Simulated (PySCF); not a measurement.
Isomers of CH2B2. Isolated molecules, 0 K electronic values unless said otherwise. Strings in code marks are SMILES.

Quantity: electronic energy of isomers of CH2B2 relative to `B=C=B`, in kcal/mol.

Case: `B1=CB1`. Geometry of `B1C=B1` (neutral, multiplicity 1, Å):

```xyz
5

B     -0.3113     1.0856     0.5984
C     -0.8131     0.0180    -0.0774
B      0.7751     0.1503     0.1063
H     -1.3609    -0.7605    -0.5820
H      1.7102    -0.4934    -0.2199
```

Task: Give the electronic energy of isomers of CH2B2 relative to `B=C=B` at the level HF/6-31G* // PBE0-D3(BJ)/def2-TZVP (PySCF).

Result: 30.4 kcal/mol.
